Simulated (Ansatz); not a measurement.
CH3AlO, SMILES `O[C][AlH2]` (triplet; the order of the spin states depends on the level) (charge 0, multiplicity 3). This triplet lies 0.09 eV above the relaxed singlet at the level frozen-core CCSD(T)/cc-pVTZ // PBE0-D3(BJ)/def2-TZVP (Ansatz, a program for electronic structure); other levels give the other order.

Z-matrix (Å, degrees):
```
C
O 1 1.3105
H 2 0.9670 1 111.63
Al 1 1.8911 2 146.66 3 -179.98
H 4 1.5801 1 115.39 2 -179.98
H 4 1.5859 5 123.81 1 179.99
```
Charge 0, spin multiplicity 3.

Problem. Give the natural occupations of the active orbitals, the CASSCF energy and the corrected energy for frozen-core fic-MRCISD+Q@CASSCF(6e,6o)/cc-pVTZ // PBE0-D3(BJ)/def2-TZVP run with Ansatz.

Solution. 
* **natural occupations**: 1.98, 1.98, 1.00, 1.00, 0.02, 0.01
* **CASSCF energy**: -356.3941 Ha
* **corrected energy**: -356.8183 Ha
* **weight of the reference**: 0.896
